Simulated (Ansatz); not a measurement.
Born–Oppenheimer molecular dynamics of AlH₈NO₂Si₂ (14 atoms, charge 0, multiplicity 1). It starts from a relaxed structure.

These are results of Ansatz, RKS r2SCAN/STO-3G, not measurements.

```yaml
ensemble: NVT, Nosé–Hoover chain
time_step: 0.5 fs
steps_asked: 335
set_temperature: 300 K
thermostat: time constant 1 fs, chain length 1
seed: 811375
```

First frame:

```xyz
14
Properties=species:S:1:pos:R:3
Al 0.188 -0.522 0.217
N -0.402 0.267 1.634
H -1.378 0.280 1.970
H 0.184 0.807 2.292
O 1.838 -0.406 -0.128
Si 2.395 -1.185 -1.521
H 1.783 -0.680 -2.741
H 3.822 -0.944 -1.605
H 2.187 -2.626 -1.491
O -0.789 -1.404 -0.848
Si -2.439 -1.525 -0.514
H -2.713 -2.174 0.759
H -3.107 -0.232 -0.483
H -3.046 -2.319 -1.563
```

(1) How far do the bonds stretch over the last three quarters of this one trajectory? (Pairs bonded in most of those frames.)

## Answers

(1) 
```tsv
bond	mean (Å)	spread (Å)	shortest	longest
Al1–N2	1.743	0.022	1.70	1.79
Al1–O5	1.680	0.042	1.59	1.77
Al1–O10	1.699	0.037	1.62	1.76
N2–H3	1.040	0.017	0.99	1.08
N2–H4	1.040	0.016	1.01	1.09
O5–Si6	1.680	0.051	1.58	1.75
Si6–H7	1.459	0.027	1.41	1.51
Si6–H8	1.454	0.014	1.43	1.48
Si6–H9	1.458	0.024	1.41	1.50
O10–Si11	1.699	0.047	1.62	1.79
Si11–H12	1.458	0.031	1.38	1.54
Si11–H13	1.459	0.049	1.36	1.56
Si11–H14	1.451	0.019	1.41	1.50
```

Pairs bonded in part of these frames only: Al1–Si11 57 %.

Mean temperature of the second half: 301 K. The conserved energy stayed within 0.39 meV per atom of its start (net change 0.079 meV per atom), so the integration is sound. A run of 0.17 ps of so small a system gives no equilibrium averages. Limits of this set-up: minimal basis.

Time of the run: 28 min on 1 thread of AMD EPYC 7R43 64-Core Processor (Zen 3) (shared host), peak memory 0.15 GiB.
